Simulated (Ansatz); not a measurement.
Ge20H30⁺, a nanocrystal cut from cubic germanium. Total charge 1; doublet. Geometry PBE-D4/def2-SVP, that of the neutral singlet; atoms count from 1.

Cartesian coordinates in Å:
```
Ge 1.891 2.042 1.321
Ge -1.611 2.067 3.378
Ge -0.234 2.239 -2.103
Ge -3.632 2.253 0.120
Ge 1.385 -1.045 3.906
Ge 2.543 -0.648 -1.614
Ge 2.005 -3.608 1.111
Ge -0.850 -0.736 0.485
Ge -2.927 -0.648 -3.048
Ge -0.284 -3.395 -2.585
Ge 0.285 3.394 2.584
Ge 2.928 0.648 3.048
Ge 0.852 0.737 -0.486
Ge -2.542 0.646 1.614
Ge -2.007 3.606 -1.110
Ge -1.385 1.047 -3.906
Ge 0.234 -2.238 2.103
Ge 3.630 -2.254 -0.119
Ge 1.610 -2.067 -3.380
Ge -1.889 -2.042 -1.322
H 2.976 2.983 0.706
H -1.173 1.236 4.616
H -2.737 3.044 3.836
H 0.848 3.180 -2.723
H -4.495 3.203 1.005
H -4.583 1.550 -0.888
H 0.381 -0.374 4.884
H 2.206 -2.096 4.715
H 3.630 0.287 -2.234
H 2.748 -4.332 2.276
H 1.428 -4.700 0.168
H -4.216 0.048 -2.528
H -3.334 -1.585 -4.225
H 0.244 -4.593 -1.748
H -1.034 -3.974 -3.823
H 1.034 3.973 3.823
H -0.242 4.592 1.746
H 3.334 1.586 4.225
H 4.219 -0.047 2.530
H -3.627 -0.291 2.234
H -1.431 4.699 -0.167
H -2.750 4.329 -2.276
H -2.207 2.098 -4.713
H -0.381 0.378 -4.886
H -0.849 -3.177 2.724
H 4.580 -1.550 0.890
H 4.496 -3.205 -1.001
H 2.736 -3.042 -3.841
H 1.170 -1.233 -4.615
H -2.974 -2.982 -0.706
```

Single mean-field runs in def2-TZVP are fitted with def2-universal-jkfit.

**Question.** Estimate the Mulliken populations of the heavy atoms from the PBE0/def2-TZVP orbitals of Ansatz.

**Answer.** 
```csv
atom,charge (e),spin (α − β)
Ge1,-0.01,0.05
Ge2,-0.04,0.01
Ge3,0.00,0.13
Ge4,-0.04,0.03
Ge5,-0.04,0.01
Ge6,-0.01,0.05
Ge7,-0.04,0.01
Ge8,-0.29,0.09
Ge9,-0.04,0.03
Ge10,-0.04,0.01
Ge11,-0.04,0.01
Ge12,-0.04,0.03
Ge13,-0.29,0.09
Ge14,-0.01,0.05
Ge15,-0.04,0.01
Ge16,-0.04,0.01
Ge17,0.00,0.13
Ge18,-0.04,0.03
Ge19,-0.04,0.01
Ge20,-0.01,0.05
```
Mulliken values depend strongly on the basis.

**Question.** Where does the spin sit?

**Answer.** Summed by element: Ge 0.82, H 0.18, of 1 unpaired in all. Largest on single atoms: Ge17 0.13, Ge3 0.13, Ge8 0.09.

**Question.** And the Mayer bond orders between heavy atoms (over 0.3)?

**Answer.** Ge1–Ge11 0.84 (2.45 Å); Ge1–Ge12 0.80 (2.45 Å); Ge1–Ge13 0.82 (2.46 Å); Ge2–Ge11 0.85 (2.45 Å); Ge2–Ge14 0.84 (2.45 Å); Ge3–Ge13 0.72 (2.46 Å); Ge3–Ge15 0.83 (2.45 Å); Ge3–Ge16 0.83 (2.45 Å); Ge4–Ge14 0.80 (2.45 Å); Ge4–Ge15 0.86 (2.45 Å); Ge5–Ge12 0.86 (2.45 Å); Ge5–Ge17 0.83 (2.45 Å); Ge6–Ge13 0.82 (2.46 Å); Ge6–Ge18 0.80 (2.45 Å); Ge6–Ge19 0.84 (2.45 Å); Ge7–Ge17 0.83 (2.45 Å); Ge7–Ge18 0.86 (2.45 Å); Ge8–Ge13 0.90 (2.45 Å); Ge8–Ge14 0.82 (2.46 Å); Ge8–Ge17 0.72 (2.46 Å); Ge8–Ge20 0.82 (2.46 Å); Ge9–Ge16 0.86 (2.45 Å); Ge9–Ge20 0.80 (2.45 Å); Ge10–Ge19 0.85 (2.45 Å); Ge10–Ge20 0.84 (2.45 Å).
